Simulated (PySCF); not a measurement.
In(NH3)H3.
Bonds: In1–N2. Hydrogens: H6, H7, H8 on In1; H3, H4, H5 on N2.

A GFN2-xTB structure was refined with PBE0-D3(BJ)/def2-SVP geometry optimisation, gas phase, def2 core potentials past Kr (PySCF 2.14.0). Its GFN2-xTB values:

```csv
coordinate,GFN2-xTB
In1–N2,2.347 Å
In1–H6,1.620 Å
N2–H3,1.052 Å
In1–N2–H3,111.0°
N2–In1–H6,99.7°
N2–In1–H7,95.0°
H3–N2–H4,113.7°
H6–In1–H7,115.0°
```

Q: How do these coordinates change at the PBE0-D3(BJ)/def2-SVP level?

A: 
```json
{"coordinate": "In1–H6", "PBE0-D3(BJ)/def2-SVP (Å or °)": "1.744", "change": "+0.124"}
{"coordinate": "In1–N2", "PBE0-D3(BJ)/def2-SVP (Å or °)": "2.400", "change": "+0.053"}
{"coordinate": "N2–H3", "PBE0-D3(BJ)/def2-SVP (Å or °)": "1.020", "change": "-0.032"}
{"coordinate": "H3–N2–H4", "PBE0-D3(BJ)/def2-SVP (Å or °)": "107.5", "change": "-6.2"}
{"coordinate": "H6–In1–H7", "PBE0-D3(BJ)/def2-SVP (Å or °)": "118.8", "change": "+3.8"}
{"coordinate": "N2–In1–H6", "PBE0-D3(BJ)/def2-SVP (Å or °)": "96.0", "change": "-3.7"}
{"coordinate": "N2–In1–H7", "PBE0-D3(BJ)/def2-SVP (Å or °)": "96.6", "change": "+1.6"}
{"coordinate": "In1–N2–H3", "PBE0-D3(BJ)/def2-SVP (Å or °)": "111.6", "change": "+0.6"}
```

The energy falls by 37.6 kJ/mol over 6 energy and gradient evaluations, the largest force component goes from 0.0377 to 1.7e-04 Eh/bohr, and the atoms move by 0.076 Å rms after alignment. The bond that changes most is In1–H6 (ends: indium bonded to N and 3 H; hydrogen on indium), which lengthens by 0.124 Å. Bonds longer at the end by more than 0.005 Å: 3 of 7; shorter: 3. Rotational constants go from 44770, 5450, 5441 to 42802, 5199, 5199 MHz.

The run used 70 basis functions and 36 SCF cycles in all. Hardware: an Intel Xeon Platinum 8488C with one thread, shared host with 96 logical CPUs at a one-minute load of 51. Cost: 16 s of wall time, 0.29 GiB resident at most.

PBE0-D3(BJ)/def2-SVP frequencies: not computed here.
